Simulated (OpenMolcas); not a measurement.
# Ce3+: moving or changing the point charges

Ce3+ among 6 point charges of -2 e arranged as a tetragonal octahedron (D4h), 2.27 Å from the ion, with the axial distance 2.452 Å.

```json
{
 "Program": "OpenMolcas 26.06",
 "Method": "SS-CASPT2, IPEA 0.25 Eh, imaginary shift 0.1 Eh (closed shells correlated: 5s 5p)",
 "Basis": "ANO-RCC-VDZP [7s6p4d2f1g]",
 "Scalar Hamiltonian": "DKH2, point nucleus",
 "Active space": "1 electron in 7 orbitals (4f)",
 "State averaging": "2S+1 = 2 odd, 7 roots",
 "Spin-orbit coupling": "RASSI with atomic mean-field integrals over the reference wave functions"
}
```

Runs around this geometry, states (labels of D4, the rotations of D4h). Energies in cm-1 above the lowest state or level, χT in cm3 K/mol.

```
R (Å)  q (e)  Ground state  First state of that spin  First gap with spin-orbit (degeneracies)  Width of lowest J  χT at 300 K
 2.27     -1           2B1                    2E 260                                310 (2, 2)                744        0.626
 2.27     -2           2B1                    2E 710                                660 (2, 2)               1472        0.414
 2.39     -2           2B1                    2E 500                                480 (2, 2)               1203        0.499
 2.63     -2           2B1                    2E 240                                240 (2, 2)                804        0.644
```

Taking the width of the lowest J multiplet as R^-n, n = -ln(804 / 1472) / ln(2.63 / 2.27) = 4.1 between the shortest and longest distance.

Scaling the charges by -1 / -2 = 0.50 scales the width of the lowest J multiplet by 744 / 1472 = 0.51; with fixed orbitals a first-order splitting would follow the charge.

Point charges carry no covalency, so the field is a model and not that of real ligands. No measured value stands beside these numbers.
